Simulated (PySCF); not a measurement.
# Orbital picture of SiAg

PBE at R = 2.394 Å; Si x2c-TZVPPall, Ag x2c-TZVPPall; spin-free X2C with a Gaussian nucleus (PySCF 2.14). State: ²Π (doublet), unpaired electrons π ↑. Only the outer orbitals are listed, counted within each symmetry.

```
spin  orbital  occ.  ε (eV)  on Si (%)            main shells (%)
   α      12σ     1  -11.53         85           83 Si s, 11 Ag d
   α       6π     1   -8.25          4                    96 Ag d
   α       6π     1   -8.20          5                    96 Ag d
   α      13σ     1   -8.15         19           80 Ag d, 12 Si s
   α       2δ     1   -7.79          0                   100 Ag d
   α       2δ     1   -7.78          0                   100 Ag d
   α      14σ     1   -5.24         48           46 Si p, 46 Ag s
   α       7π     1   -4.35         91                    91 Si p
   α       7π     0   -4.11         90                    90 Si p
   α      15σ     0   -2.54         32  47 Ag s, 33 Si p, 19 Ag p
   α       8π     0   -0.34          9                    92 Ag p
   β      12σ     1  -10.94         77           75 Si s, 16 Ag d
   β       6π     1   -8.25          3                    96 Ag d
   β       6π     1   -8.10          2                    98 Ag d
   β      13σ     1   -8.02         22           76 Ag d, 16 Si s
   β       2δ     1   -7.77          0                   100 Ag d
   β       2δ     1   -7.77          1                    99 Ag d
   β      14σ     1   -5.08         46           49 Ag s, 42 Si p
   β       7π     0   -3.81         89            89 Si p, 8 Ag p
   β       7π     0   -2.94         84           84 Si p, 14 Ag p
   β      15σ     0   -2.43         35  42 Ag s, 36 Si p, 21 Ag p
```

Q: Which are the highest filled and the lowest empty level, where do they sit, and how wide is the gap?

A: Highest filled α 7π at -4.35 eV (in %: 91 Si p); lowest empty α 7π at -4.11 eV (in %: 90 Si p); the gap at PBE is 0.24 eV. Both belong to one degenerate shell, split only by its one-sided filling, so this is no excitation gap.

- bond order (Mayer): 1.42
- ⟨S²⟩: 0.756
- charge on Si (Mulliken, basis-dependent): -0.03
- charge on Si (Löwdin, basis-dependent): 0.27
- dipole moment (positive dipole means Si(−)Ag(+)): 0.80 D
- polarisability along the bond: 120.2 bohr³
- polarisability across the bond: 59.0 bohr³

Spin–orbit coupling is left out. The state is the lowest single determinant that the PBE0 search found; with open d or f shells the true ground state can be another one.
